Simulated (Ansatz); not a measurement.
Species: C4H12GeO4, net charge 0, singlet state. 
Geometry from a B3LYP-D3(BJ)/def2-TZVP (Ansatz, a quantum-chemistry and plane-wave program) optimisation:
```
Ge
O 1 1.7626
C 2 1.4263 1 120.09
H 3 1.0902 2 107.25 1 178.19
H 3 1.0925 4 109.05 2 120.82
H 3 1.0940 4 108.70 5 118.56
O 1 1.7626 2 107.05 3 -171.44
C 7 1.4263 1 120.09 2 48.31
H 8 1.0902 7 107.25 1 -178.19
H 8 1.0925 9 109.05 7 -120.82
H 8 1.0940 9 108.70 10 -118.56
O 1 1.7626 2 107.05 3 -48.31
C 12 1.4263 1 120.09 2 171.44
H 13 1.0902 12 107.25 1 -178.19
H 13 1.0925 14 109.05 12 -120.82
H 13 1.0940 14 108.70 15 -118.56
O 1 1.7626 2 114.42 3 70.12
C 17 1.4263 1 120.09 2 70.12
H 18 1.0902 17 107.25 1 178.19
H 18 1.0925 19 109.05 17 120.82
H 18 1.0940 19 108.70 20 118.56
```

Quantity: atomisation energy (electronic, to ground-state atoms), in kcal/mol. Valence correlation only, unless marked. UHF or UKS for open shells. Spin-orbit coupling is left out. Frozen are the shells of the preceding noble gas and the d and f shells that filled before the atom's block. Non-relativistic. The coupled-cluster limit lacks core correlation, which all-electron functionals hold. CBS marks a two-point X^-3 extrapolation of the correlation energy; Hartree-Fock from the larger set. The bracket is a focal-point correction in the basis named.

```tsv
level	program	atomisation energy (kcal/mol)	minus last row
HF/aug-cc-pVTZ	Ansatz	1372.9	-564.0
BLYP-D4/def2-TZVPD	Ansatz + dftd4	1924.0	-12.9
revPBE-D3(BJ)/def2-TZVPD	Ansatz + dftd3	1903.8	-33.1
r2SCAN-D3(BJ)/def2-TZVPD	Ansatz + dftd3	1930.7	-6.2
r2SCAN0/def2-TZVPD	Ansatz	1890.4	-46.5
wB97X-V/def2-TZVPD	Ansatz	1932.6	-4.3
B2GP-PLYP-D3(BJ)/def2-TZVPD	Ansatz + dftd3	1906.1	-30.8
MP2/6-31G	Ansatz	1635.6	-301.3
RI-MP2/cc-pVTZ	Ansatz	1920.8	-16.1
SCS-MP2/aug-cc-pVDZ	Ansatz	1825.1	-111.8
CCSD/aug-cc-pVDZ	Ansatz	1779.7	-157.2
CCSD/cc-pVDZ	Ansatz	1749.6	-187.3
CCSD(T)/cc-pVTZ	Ansatz	1883.8	-53.1
RI-MP2/CBS(cc-pVTZ,cc-pVQZ)+[CCSD(T)-MP2]/cc-pVDZ	Ansatz	1941.8	4.9
RI-MP2/CBS(cc-pVTZ,cc-pVQZ)+[CCSD(T)-MP2]/cc-pVTZ	Ansatz	1936.9	0.0
```
